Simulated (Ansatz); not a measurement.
Species: HF$_{2}$Ga, SMILES `[F][GaH][F]` (charge 0, multiplicity 1).

Give a relaxed geometry from Ansatz (a quantum-chemistry and plane-wave program) with PBE0-D3(BJ)/def2-TZVP.

the end point of this relaxation (outside a Z-matrix the atoms follow the SMILES, hydrogens last).
Z-matrix (Å, degrees):
```
Ga
F 1 1.7404
F 1 1.7404 2 111.96
H 1 1.5365 2 124.02 3 180.00
```
